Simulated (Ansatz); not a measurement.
Saddle point of Si$_{2}$H$_{10}$O$_{3}$, closed shell (Si₂H₆O ([SiH3][O][SiH3]) + H₂O + H₂O → Si₂H₆O₂ ([OH][SiH2][O][SiH3]) + H₂O + H₂; bonds formed: Si1–O8, H2–H9, H7–O10; bonds broken: Si1–H2, H7–O8, H9–O10), PBE0-D4/def2-TZVP structure:

```csv
atom,x (Å),y (Å),z (Å)
Si1,1.0861,0.6612,-0.2214
H2,0.0208,-0.0429,0.9464
O3,1.0709,-0.8075,-0.9848
Si4,0.4164,-2.2446,-0.5380
H5,1.8038,1.4083,-1.3198
H6,2.0068,0.8883,0.9271
H7,-1.3009,1.5387,0.2186
O8,-0.2611,1.8201,-0.3572
H9,-1.1006,0.2696,1.0679
O10,-1.9940,0.8879,0.9105
H11,0.9201,-2.7009,0.7849
H12,-1.0688,-2.1668,-0.4792
H13,0.8033,-3.2390,-1.5701
H14,-0.2092,2.3936,-1.1261
H15,-2.1937,1.3339,1.7412
```

Energies are electronic, without zero-point energy. Barriers and step energies count from the start structure reached by relaxing down the imaginary mode; all methods use the PBE0-D4 structures, on which another method's saddle can fall below an end. Program: Ansatz 0.2.0. Basis: def2-TZVPP, with def2-QZVPP for the basis limit. Cores are frozen in the correlated methods. B3LYP uses VWN-RPA correlation. Extrapolation: Hartree–Fock as exp(−7.88 √X), correlation as X^−2.97.

| method | barrier (eV) | step energy (eV) |
| --- | --- | --- |
| SPW92 | 0.343 | -0.652 |
| PBE-D4 | ? | -0.721 |
| BLYP-D4 | 1.151 | -0.831 |
| r2SCAN-D4 | 0.985 | -0.836 |
| B97M-V | 1.147 | -0.810 |
| PBE0-D4 | 1.091 | -0.734 |
| B3LYP-D4 | 1.260 | -0.827 |
| r2SCAN0-D4 | 1.124 | -0.822 |
| BHLYP-D4 | 1.472 | -0.845 |
| CAM-B3LYP-D4 | 1.254 | -0.823 |
| wB97X-V | ? | -0.804 |
| wB97M-V | 1.283 | -0.810 |
| B2PLYP | 1.355 | -0.802 |
| PBE-QIDH | ? | -0.771 |
| RPA on PBE | 1.406 | -0.797 |
| HF | 2.182 | -0.827 |
| MP2 | 1.282 | -0.864 |
| CCSD | 1.501 | -0.801 |
| CCSD(T) | 1.365 | -0.811 |

(1) Fill in the withheld barriers. (Judge from chemistry; the value comes from the calculation.)

The T1 diagnostic stays at or below 0.012.

## Answers

(1) By the calculation: wB97X-V 1.303; PBE-QIDH 1.236; PBE-D4 0.919 eV. Each is the energy of the saddle less that of the start structure, by the same method.

For comparison, the barrier by CCSD(T) at an estimated basis limit (MP2 extrapolated from triple and quadruple zeta, plus CCSD(T) − MP2 in triple zeta) is 1.373 eV.

Labels in which every atom is bracketed show which atoms are joined, not bond orders.

For scale, one of the runs: CCSD(T)/def2-TZVPP, 317 basis functions, launched by `ansatz run in.yaml --threads 8 --pin off --events-out ev --progress --plain --max-ram 19148MiB`. Hardware: 8 CPU threads of an AMD EPYC 7B13, shared host. Wall time 3.2 min; peak host memory 12 GiB.
